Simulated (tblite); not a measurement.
Parent: `[CH:1]#[C:2]/[CH:3]=[CH:4]/[C:5](=[S:6])[CH2:7][CH2:8][CH3:9]` with C3–C4–C5–S6 -5°, C4–C5–C7–C8 -67°, C5–C7–C8–C9 -63°, C8H10S.

Computed geometry: GFN2-xTB, gas phase. One conformer each, not checked by frequencies here.

```json
{"coordinate of the parent": "C1≡C2", "value": "1.204 Å"}
{"coordinate of the parent": "C2–C3", "value": "1.398 Å"}
{"coordinate of the parent": "C3=C4", "value": "1.349 Å"}
{"coordinate of the parent": "C4–C5", "value": "1.433 Å"}
{"coordinate of the parent": "C5=S6", "value": "1.643 Å"}
{"coordinate of the parent": "C5–C7", "value": "1.497 Å"}
{"coordinate of the parent": "C7–C8", "value": "1.537 Å"}
{"coordinate of the parent": "C8–C9", "value": "1.523 Å"}
{"coordinate of the parent": "C1–C2–C3", "value": "179.2°"}
{"coordinate of the parent": "C2–C3–C4", "value": "123.4°"}
{"coordinate of the parent": "C3–C4–C5", "value": "123.7°"}
{"coordinate of the parent": "C4–C5–S6", "value": "122.5°"}
{"coordinate of the parent": "C4–C5–C7", "value": "117.2°"}
{"coordinate of the parent": "S6–C5–C7", "value": "120.3°"}
{"coordinate of the parent": "C5–C7–C8", "value": "111.8°"}
{"coordinate of the parent": "C7–C8–C9", "value": "111.9°"}
```

Task: In one relative the bonds that all share with the parent change as follows (parent's numbers): C1–C2 0.000, C2–C3 +0.001, C3–C4 +0.001, C4–C5 -0.005, C5–S6 +0.001, C5–C7 +0.005, C7–C8 -0.034 Å. Which is it?
A. `[CH:1]#[C:2]/[CH:3]=[CH:4]/[C:5](=[S:6])[CH2:7][CH:8]=[CH2:9]` with C3–C4–C5–S6 178°, C4–C5–C7–C8 73°, C5–C7–C8–C9 -127°
B. `[CH:1]#[C:2]/[CH:3]=[CH:4]/[C:5](=[S:6])[CH2:7][CH2:8][SiH3:9]` with C3–C4–C5–S6 -5°, C4–C5–C7–C8 -68°, C5–C7–C8–Si9 -57°

Result: A. The changes in all of them (Å):

| SMILES | C1–C2 | C2–C3 | C3–C4 | C4–C5 | C5–S6 | C5–C7 | C7–C8 |
| --- | --- | --- | --- | --- | --- | --- | --- |
| C#C/C=C/C(=S)CC[SiH3] | 0.000 | -0.001 | 0.000 | -0.001 | 0.000 | -0.002 | -0.002 |
| C#C/C=C/C(=S)CC=C | 0.000 | +0.001 | +0.001 | -0.005 | +0.001 | +0.005 | -0.034 |

Atoms are paired thus: C#C/C=C/C(=S)CC[SiH3]: C1 = C1, C2 = C2, C3 = C3, C4 = C4, C5 = C5, S6 = S6, C7 = C7, C8 = C8; C#C/C=C/C(=S)CC=C: C1 = C1, C2 = C2, C3 = C3, C4 = C4, C5 = C5, S6 = S6, C7 = C7, C8 = C8, C9 = C9.
